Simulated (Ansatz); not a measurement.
Cost and result up the ladder for the cluster GeCl4 (5 atoms). Charge 0, multiplicity 1. Geometry: PBE-D4/def2-SVP.

```xyz
5

Ge    0.964    0.089   -0.584
Cl   -3.191    0.931    1.022
Cl   -1.146    0.886   -0.045
Cl    2.372   -0.002    1.084
Cl    1.002   -1.905   -1.477
```

Ansatz on 4 threads of Arm Neoverse V2 on a shared host. Times are rough, and most runs start from the orbitals of an earlier one. No level here is sound enough to serve as a yardstick. Binding counts from free atoms at the same level (Ge triplet, Cl doublet; other spins of the atoms weren't run), without zero-point energy or a counterpoise term.

LC-ωPBE has ω = 0.4 bohr⁻¹. Correlated methods freeze 29 core orbitals; core or outer-core shells of Ge are correlated, in sets that lack core-valence functions. Another isomer (singlet) lies 3.53 eV lower at PBE0-D4/def2-TZVP; other spin states weren't run for this one.

Run but left out: HF/STO-3G (restricted singlet, unstable in another Hartree–Fock run and untested here).

Correlated methods converge slowly with the basis.

```csv
level,functions,binding energy per atom (eV),remarks
PBE0-D4/def2-SVP,104,2.18,restricted SCF unstable in HF
ωB97X-V/def2-TZVP,196,2.10,restricted SCF unstable in HF
PBE-D4/def2-TZVP (with forces),196,2.41,restricted SCF unstable in HF
MP2/def2-TZVP,196,2.19,restricted SCF unstable
r2SCAN-D4/def2-TZVP,196,2.29,restricted SCF unstable in HF
LC-ωPBE/def2-TZVP,196,1.94,restricted SCF unstable in HF
PBE0-D4/def2-TZVP,196,2.22,restricted SCF unstable in HF
CAM-B3LYP-D4/def2-TZVP,196,2.06,restricted SCF unstable in HF
CCSD(T)/def2-TZVPP,216,2.04,restricted SCF unstable
PBE-D4/def2-SVP,104,2.40,restricted SCF unstable in HF
```

Question: Estimate how long each takes.

Answer: PBE-D4/def2-SVP 0.85 s; PBE0-D4/def2-SVP 1.4 s; PBE-D4/def2-TZVP (with forces) 2.1 s; LC-ωPBE/def2-TZVP 2.6 s; MP2/def2-TZVP 3.1 s; r2SCAN-D4/def2-TZVP 4.1 s; CAM-B3LYP-D4/def2-TZVP 4.1 s; PBE0-D4/def2-TZVP 4.2 s; ωB97X-V/def2-TZVP 7 s; CCSD(T)/def2-TZVPP 2.3 min. On shared hardware such times vary by a factor of up to 3.
